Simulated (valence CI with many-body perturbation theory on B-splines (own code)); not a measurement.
# Energy levels of Sm57+

Calculated by configuration interaction combined with many-body perturbation theory (CI+MBPT): three valence electrons over a frozen Dirac-Fock core [He], radial functions for each j: 11 s, 11 p, 10 d, 8 f, 5 g, 2 h, with the one-electron correlation potential Σ1 (screened to all orders), the two-electron term Σ2, the three-electron term Σ3, Breit, model QED; selected single and double excitations, second order for the rest, scaled by the run's own slope (own B-spline code, finite nucleus).

The last digits are not significant, and no measured levels were compared; by estimate large intervals hold to a few tenths of a per cent, small ones and those within an open d or f shell to about a per cent.

Levels 46 to 90 of 165, with energies above the lowest level, (2s^2 2p1/2) J=1/2. "Leading %" is the weight of the configuration and term that name the level; weights of strongly mixed levels are sums over their largest components and can fall short, so below about 35 % the name and the second component can differ from the true leading terms, or belong to a minority configuration. In the jj column 3d3/2^4 stands for four electrons in 3d with j = 3/2.

```
No.  Configuration  Term    J  E (eV)  Leading %      g                 Leading jj
 46         2s2p3p    ⁴P  3/2  7945.3         46  1.630     2s 2p3/2 3p1/2 (100 %)
 47         2s2p3p    ²D  5/2  7947.7         43  1.318      2s 2p3/2 3p1/2 (99 %)
 48         2s2p3s   ²P°  1/2  7949.9         91  0.818         2s 2p3/2 3s (99 %)
 49         2s2p3s   ²P°  3/2  7954.6         83  1.379         2s 2p3/2 3s (99 %)
 50         2s2p3p    ²P  1/2  8018.3         50  1.237      2s 2p3/2 3p1/2 (98 %)
 51         2s2p3p    ²D  3/2  8019.8         62  0.970      2s 2p3/2 3p1/2 (98 %)
 52          2p²3s    ⁴P  3/2  8088.6         78  1.630      2p1/2 2p3/2 3s (92 %)
 53          2p²3s    ²P  1/2  8095.4         60  1.305      2p1/2 2p3/2 3s (89 %)
 54          2p²3s    ²D  5/2  8103.2         57  1.322      2p1/2 2p3/2 3s (89 %)
 55          2p²3s    ²D  3/2  8110.8         54  1.069      2p1/2 2p3/2 3s (86 %)
 56         2s2p3p    ⁴D  7/2  8123.1        100  1.409     2s 2p3/2 3p3/2 (100 %)
 57         2s2p3p    ²P  3/2  8137.8         44  1.416      2s 2p3/2 3p3/2 (81 %)
 58          2p²3p   ⁴P°  1/2  8140.0         46  1.752   2p1/2 2p3/2 3p1/2 (95 %)
 59          2p²3p   ⁴D°  3/2  8145.4         52  1.142   2p1/2 2p3/2 3p1/2 (93 %)
 60         2s2p3p    ⁴P  5/2  8151.8         49  1.392      2s 2p3/2 3p3/2 (91 %)
 61         2s2p3p    ²S  1/2  8156.7         46  1.392      2s 2p3/2 3p3/2 (90 %)
 62          2p²3p   ²F°  5/2  8157.5         43  1.070   2p1/2 2p3/2 3p1/2 (89 %)
 63         2s2p3d   ⁴D°  5/2  8185.1         42  1.215      2s 2p3/2 3d3/2 (90 %)
 64         2s2p3d   ⁴F°  7/2  8189.0         48  1.230      2s 2p3/2 3d3/2 (92 %)
 65         2s2p3d   ⁴D°  3/2  8189.1         37  1.327      2s 2p3/2 3d3/2 (86 %)
 66         2s2p3d   ⁴P°  1/2  8192.6         80  2.195      2s 2p3/2 3d3/2 (95 %)
 67          2p²3p   ²P°  3/2  8195.6         38  1.320   2p1/2 2p3/2 3p1/2 (91 %)
 68         2s2p3p    ²D  5/2  8205.0         74  1.252      2s 2p3/2 3p3/2 (98 %)
 69         2s2p3p    ²P  3/2  8219.5         58  1.220      2s 2p3/2 3p3/2 (98 %)
 70         2s2p3d   ⁴F°  9/2  8221.0        100  1.316     2s 2p3/2 3d5/2 (100 %)
 71         2s2p3p    ²S  1/2  8222.3         61  1.725      2s 2p3/2 3p3/2 (99 %)
 72         2s2p3d   ²D°  3/2  8240.9         52  1.055      2s 2p3/2 3d5/2 (62 %)
 73         2s2p3d   ²D°  5/2  8241.7         45  1.304      2s 2p3/2 3d5/2 (99 %)
 74         2s2p3d   ²F°  7/2  8250.3         55  1.249      2s 2p3/2 3d5/2 (92 %)
 75         2s2p3d   ²F°  5/2  8262.1         69  0.936      2s 2p3/2 3d3/2 (98 %)
 76         2s2p3d   ²P°  1/2  8263.2         61  0.666      2s 2p3/2 3d5/2 (52 %)
 77         2s2p3d   ²D°  3/2  8271.0         55  1.006      2s 2p3/2 3d3/2 (63 %)
 78         2s2p3d   ²P°  1/2  8275.1         98  0.672      2s 2p3/2 3d3/2 (53 %)
 79         2s2p3d   ²F°  7/2  8304.6         74  1.176      2s 2p3/2 3d5/2 (96 %)
 80         2s2p3d   ²D°  5/2  8319.1         62  1.146      2s 2p3/2 3d5/2 (95 %)
 81         2s2p3d   ²P°  3/2  8321.8         74  1.275      2s 2p3/2 3d5/2 (98 %)
 82          2p²3p   ⁴D°  5/2  8339.5         50  1.406   2p1/2 2p3/2 3p3/2 (98 %)
 83          2p²3p   ²P°  1/2  8344.2         36  1.585   2p1/2 2p3/2 3p3/2 (98 %)
 84          2p²3p   ²D°  3/2  8350.2         52  1.146   2p1/2 2p3/2 3p3/2 (98 %)
 85          2p²3p   ²F°  7/2  8357.2         61  1.224   2p1/2 2p3/2 3p3/2 (96 %)
 86          2p²3p   ²P°  3/2  8369.4         34  1.403  2p1/2 2p3/2 3p3/2 (100 %)
 87          2p²3p   ²D°  5/2  8379.6         63  1.177   2p1/2 2p3/2 3p3/2 (98 %)
 88          2p²3d    ⁴F  3/2  8387.4         43  0.924   2p1/2 2p3/2 3d3/2 (99 %)
 89          2p²3d    ⁴F  5/2  8388.7         54  0.961   2p1/2 2p3/2 3d3/2 (99 %)
 90          2p²3d    ⁴D  1/2  8392.1         80  0.236  2p1/2 2p3/2 3d3/2 (100 %)
```
